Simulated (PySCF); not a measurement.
**Vertical excitation energies**

Species: C₂H₁₂SSi₃.
SMILES with atom numbers: `[CH3:1][SiH2:2][CH2:3][SiH2:4][S:5][SiH3:6]` (hydrogens: H7, H8, H9 on C1; H10, H11 on Si2; H12, H13 on C3; H14, H15 on Si4; H16, H17, H18 on Si6)

Cartesian coordinates in Å at the GFN2-xTB level; atoms count from 1:
```xyz
18
C2H12SSi3 angstrom
C     -2.7230    0.0914   -0.4545
Si    -1.3338   -1.0895    0.0578
C     -0.2166   -0.2363    1.3517
Si     0.5310    1.4336    0.8613
S      1.5782    1.3110   -1.0209
Si     2.9783   -0.2791   -0.7383
H     -3.2988    0.4277    0.4038
H     -3.4103   -0.3911   -1.1425
H     -2.3231    0.9714   -0.9505
H     -0.5414   -1.4863   -1.1111
H     -1.8927   -2.3015    0.6783
H      0.5918   -0.9221    1.6089
H     -0.7876   -0.0891    2.2681
H     -0.4611    2.4652    0.5930
H      1.5008    1.8860    1.8612
H      2.2612   -1.5498   -0.7238
H      3.8678   -0.1575   -1.8794
H      3.6704   -0.0777    0.5308
```

Method used: TDDFT CAM-B3LYP/def2-SVPD, vertical, gas phase, core orbitals frozen in the response (PySCF).

```tsv
state	E (eV)	λ (nm)	ν̃ (cm⁻¹)	f	main configurations (H = HOMO, L = LUMO)
S1	6.03	205.6	48630	0.018	H→L (92%)
S2	6.44	192.6	51930	0.0011	H→L+2 (67%)
S3	6.59	188.2	53120	0.0084	H→L+1 (51%), H→L+4 (19%)
S4	7.01	176.7	56580	0.033	H→L+4 (55%), H→L+1 (18%), H→L+6 (10%)
S5	7.25	171.0	58490	0.0050	H→L+3 (39%), H→L+5 (38%)
S6	7.35	168.7	59270	0.062	H-1→L (84%)
S7	7.44	166.6	60020	0.0014	H→L+6 (33%), H→L+3 (28%), H→L+5 (12%)
S8	7.70	161.0	62120	0.0076	H→L+7 (27%), H→L+5 (20%), H→L+6 (12%)
```

Triplets (Tamm–Dancoff): T1 5.67 eV, H→L (88%); T2 6.15 eV, H→L+2 (64%); T3 6.43 eV, H→L+1 (57%).

The lowest singlet comes at 206 nm (582 kJ/mol) in the ultraviolet; it is weak; its leading configuration is HOMO→LUMO (92%). The most intense listed level is S6 at 7.35 eV (169 nm, f = 0.062), 1.32 eV above S1. Löwdin shares by element: HOMO sulfur 69%, silicon 17% or more; LUMO silicon 34% or more, sulfur 25%, hydrogen 7% or more (atoms not listed hold the other 34%). The listed states span 1.67 eV, and the widest gap between neighbours is 0.43 eV (S3 to S4). Weighted by f, the mean energy of these states is 7.05 eV. The oscillator strengths of these states sum to 0.137; summed over the whole spectrum of an exact calculation they would give the number of electrons, 82 (Thomas–Reiche–Kuhn). Singlets were solved by full linear response, triplets in the Tamm–Dancoff approximation.

One conformer stands for the species.
